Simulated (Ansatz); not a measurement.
`BCC(C)[SiH3]`, charge 0, multiplicity 1.

**Question.** Give a relaxed structure at PBE0-D4/def2-TZVP (Ansatz). (An estimate is asked.)

**Answer.** The calculation gave: 
Z-matrix (Å, degrees):
```
C
C 1 1.529
B 1 1.549 2 119.1
H 1 1.097 2 111.6 3 133.9
H 1 1.113 2 109.3 3 -113.0
Si 2 1.883 1 109.4 3 -70.8
C 2 1.526 1 112.7 3 164.7
H 2 1.098 1 108.2 3 44.3
H 3 1.198 1 120.2 2 165.5
H 3 1.199 1 120.9 2 -19.7
H 6 1.489 2 111.6 1 174.0
H 6 1.491 2 110.0 1 52.9
H 6 1.490 2 109.6 1 -65.8
H 7 1.094 2 111.1 1 60.5
H 7 1.093 2 112.1 1 -179.1
H 7 1.095 2 110.9 1 -58.7
```
This is one stationary point; other conformers may exist.
